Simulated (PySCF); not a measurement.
## Krypton: a sound run and one with changed settings

Sound run: Kr [Kr], Kr⁺ [Ar] 3d10 4s2 4p5. All numbers are calculated (PySCF 2.14, scalar relativity through the core potential, in aug-cc-pVDZ-PP with ECP10MDF). The sound run starts from symmetry-adapted Hartree-Fock orbitals and uses a fine grid where one is needed.

Changed run: radial step 1.2 in ln r (0.13 in the sound run). This setting is unsound on purpose.

| species | method | sound run (hartree) | changed run (hartree) | converged |
| --- | --- | --- | --- | --- |
| Kr | UHF | -462.18031 | -462.18031 | yes |
| Kr | B3LYP | -463.62794 | -471.95897 | yes |
| Kr | LDA | -462.92254 | -473.14840 | yes |
| Kr⁺ | UHF | -461.69702 | -461.69702 | yes |
| Kr⁺ | B3LYP | -463.10711 | -471.33238 | yes |
| Kr⁺ | LDA | -462.39564 | -472.47336 | yes |

Ionisation energy of Kr:

```
method  sound run (eV)  changed run (eV)
   UHF          13.151            13.151
 B3LYP          14.173            17.050
   LDA          14.338            18.369
```

A coarse radial grid mis-integrates the density and the exchange-correlation energy, with errors of either sign; Hartree-Fock needs no grid.

For comparison, NIST gives 14.000 eV between the lowest levels.
